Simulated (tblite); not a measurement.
Compound: C4H15NOSi3.
Cartesian coordinates in Å at the GFN2-xTB level; atoms count from 1:
```
atom  x, y, z in Å
C1     3.1164    1.7699   -0.1259
N2     2.3953    0.6305   -0.6384
Si3    1.0101   -0.0364    0.1505
C4     0.4433   -1.4673   -0.9601
Si5   -1.2280   -2.1832   -0.4410
C6    -2.5134   -0.7883   -0.3826
Si7   -2.0092    0.6673    0.7277
O8    -1.8294    0.1920    2.2788
C9    -0.3066    1.3266    0.2449
H10    3.8413    1.4959    0.6492
H11    2.4032    2.4659    0.3077
H12    3.6504    2.2752   -0.9335
H13    3.0163   -0.0174   -1.0994
H14    1.2797   -0.5529    1.5091
H15    1.1905   -2.2583   -0.9486
H16    0.3828   -1.1220   -1.9911
H17   -1.6640   -3.2130   -1.4044
H18   -1.1211   -2.8307    0.8766
H19   -2.6828   -0.4222   -1.3930
H20   -3.4693   -1.1902   -0.0483
H21   -3.0462    1.7157    0.6699
H22   -2.4886   -0.3493    2.7030
H23   -0.3773    1.8348   -0.7149
H24   -0.0050    2.0772    0.9714
```

Computed values, GFN2-xTB/tblite, gas phase, harmonic and unscaled. The method is semi-empirical: single wavenumbers can be off by several per cent or more. Modes of hydrogen on silicon can be 10 to 20 % off. One conformer, not necessarily the lowest.

Harmonic wavenumbers (cm⁻¹): 50.4, 70.7, 83.5, 113.0, 128.5, 145.6, 171.3, 178.5, 208.6, 225.2, 243.8, 253.4, 306.1, 335.8, 458.9, 528.2, 549.3, 591.9, 599.7, 618.1, 628.7, 659.1, 668.7, 691.2, 705.0, 733.7, 740.2, 753.9, 777.5, 800.8, 806.5, 827.9, 844.3, 855.9, 887.2, 999.2, 1015.2, 1023.1, 1061.7, 1110.0, 1120.5, 1136.7, 1139.0, 1156.3, 1364.1, 1419.4, 1455.8, 1462.6, 1472.1, 1493.3, 1505.0, 2128.2, 2145.6, 2151.8, 2187.2, 2900.2, 2966.3, 2979.9, 2984.8, 2995.1, 2996.7, 3003.3, 3008.0, 3038.9, 3441.5, 3677.4.

A = 1389, B = 700.0, C = 526.9 MHz; mass 177.046 u (most abundant isotopes); point group C1, symmetry number 1.

Question: Zero-point energy?

Answer: ½Σν̃ = 39890 cm⁻¹ = 477.19 kJ/mol.

Question: Give the ideal-gas entropy at 400 K and 1 bar in the rigid-rotor, harmonic-oscillator model (classical rotation).

Answer: Translation 179.52, rotation 132.61, vibration 250.78: S = 562.9 J/(mol K).

Question: And Cp and H(400 K) − H(0)?

Answer: Cp = 284.28 J/(mol K), of which vibrations give 251.02 (their classical limit is 66 R = 548.8); H(400 K) − H(0) = 65.85 kJ/mol without the zero-point energy, 52.55 from vibrations.

Question: How do the functions run with temperature in this model?

Answer: 
```json
{"T (K)": "150", "S (J/(mol K))": "365.8", "Cp (J/(mol K))": "135.4", "H − H(0) (kJ/mol)": "12.55", "G − H(0) (kJ/mol)": "-42.33", "ln q(vib)": "4.32"}
{"T (K)": "250", "S (J/(mol K))": "449.8", "Cp (J/(mol K))": "199.4", "H − H(0) (kJ/mol)": "29.26", "G − H(0) (kJ/mol)": "-83.20", "ln q(vib)": "8.36"}
{"T (K)": "298.15", "S (J/(mol K))": "487.5", "Cp (J/(mol K))": "229.3", "H − H(0) (kJ/mol)": "39.59", "G − H(0) (kJ/mol)": "-105.77", "ln q(vib)": "10.30"}
{"T (K)": "600", "S (J/(mol K))": "693.9", "Cp (J/(mol K))": "361.1", "H − H(0) (kJ/mol)": "130.96", "G − H(0) (kJ/mol)": "-285.35", "ln q(vib)": "22.04"}
{"T (K)": "900", "S (J/(mol K))": "854.9", "Cp (J/(mol K))": "432.1", "H − H(0) (kJ/mol)": "250.85", "G − H(0) (kJ/mol)": "-518.58", "ln q(vib)": "32.52"}
```

q(vib) and H(0) count from the zero-point level.

Question: What must be added to the electronic energy to get the Gibbs energy at 400 K and 1 bar?

Answer: ZPE + [H(400 K) − H(0)] − T·S = 477.19 + 65.85 − 225.16 = 317.88 kJ/mol.

Question: Which modes carry the vibrational entropy at 400 K?

Answer: 50.4 cm⁻¹: 22.52; 70.7 cm⁻¹: 19.72; 83.5 cm⁻¹: 18.35; 113.0 cm⁻¹: 15.86; 128.5 cm⁻¹: 14.80; 145.6 cm⁻¹: 13.79 J/(mol K); the other 60 give 145.74 together.

Question: Blend soft modes into free rotors: weight 1/[1 + (100 cm⁻¹/ν̃)⁴] for the oscillator and the rest for a rotor with moment μB/(μ + B), μ = h/(8π²ν), B = 10⁻⁴⁴ kg m². What vibrational entropy results?

Answer: 234.95 J/(mol K) in place of 250.78, which changes −T·S at 400 K by +6.33 kJ/mol.

Hindered rotation and anharmonicity are outside this model. Other conformers, if any are populated, would add a mixing term that is left out. The structure is chiral; the term R ln 2 for an equal mix with its mirror image is left out.

Time: 5.7 s of wall time. Hardware: one thread of an Intel Xeon at 2.50 GHz, shared host. This covers the Hessian and the dipole derivatives.
